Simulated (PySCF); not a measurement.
Oscillator strengths, rates and cross-sections

C6H5FSi.
Geometry (GFN2-xTB, Å), atoms numbered from 1 in this order:
```
atom  x, y, z in Å
C1    -1.2802   -0.9130   -2.1717
C2    -1.2653   -0.3852   -1.0947
C3    -1.2101    0.2441    0.1783
C4    -0.3457    1.5113    0.3050
F5    -0.9754    2.5787    0.8992
Si6    0.2884    0.0626    1.3521
C7     1.7669   -0.7804    0.6720
C8     2.7374   -1.3557    0.2540
H9    -1.3167   -1.3725   -3.1134
H10   -2.1856    0.3386    0.6465
H11    0.1473    1.8539   -0.6001
H12    0.0508    0.0690    2.7812
H13    3.5839   -1.8510   -0.1261
```

Method used: TDDFT wB97X-D/def2-SVPD, vertical, gas phase, core orbitals frozen in the response (PySCF 2.14.0, density-fitted response routines).

A / s⁻¹ = 0.6670 f (ν̃ / cm⁻¹)² and τ = 1/A in vacuum; |μ| follows from f = (2/3) ΔE |μ|² (atomic units, 1 au = 2.5417 D); ∫σ dE = 109.76 f Mb·eV.

Only emission to the ground state at the vertical energy is counted.

Energies and rates of the computed singlets with f of 0.002 or more:

```csv
state,ν̃ (cm⁻¹),A (s⁻¹)
S1,43940,3.81×10⁷
S2,44240,2.10×10⁸
S3,46480,2.25×10⁷
S4,49310,1.51×10⁷
S5,50460,3.12×10⁷
S6,51220,5.27×10⁶
S7,52030,1.67×10⁷
S8,53430,6.13×10⁷
```

Problem. Which f and |μ| stand behind these rates?

Solution. f = A / (0.6670 ν̃²), and |μ| follows from f:

```csv
state,f,|μ| (D),τ,"main configurations (H = HOMO, L = LUMO)"
S1,0.030,1.20,26 ns,"H→L+1 (62%), H→L (12%)"
S2,0.161,2.78,4.8 ns,"H→L (74%), H→L+1 (13%)"
S3,0.016,0.84,45 ns,"H-1→L (74%), H-3→L (8%)"
S4,0.0093,0.63,66 ns,"H-3→L (25%), H→L+5 (15%), H-1→L+1 (10%)"
S5,0.018,0.88,32 ns,"H-3→L (40%), H-1→L+1 (10%), H→L+5 (9%)"
S6,0.0030,0.35,190 ns,"H→L+3 (20%), H→L+2 (15%), H-2→L (15%)"
S7,0.0092,0.61,60 ns,"H→L+3 (23%), H→L+2 (16%), H-3→L+1 (10%)"
S8,0.032,1.13,16 ns,"H-1→L+1 (29%), H→L+4 (10%), H-4→L+1 (8%)"
```

Problem. By what factor does the largest A in the list exceed the smallest?

Solution. S2 has 40 times the rate of S6.

Problem. What is the integrated cross-section of all computed states together?

Solution. Σf = 0.278 over S1 to S8, so 109.76 × Σf ≈ 30.6 Mb·eV.

Problem. Suppose S1 emitted 0.3 eV lower with the same transition dipole. How would A change?

Solution. At fixed |μ|, A goes as the cube of the energy: (5.15/5.45)³ = 0.84, which makes τ about 31 ns.

Time: 32 s (with the writing of density and orbital grids); peak memory 0.88 GiB. Hardware: one thread of an Intel Xeon 6975P-C, no GPU, shared host with 192 logical CPUs at a one-minute load of 37.
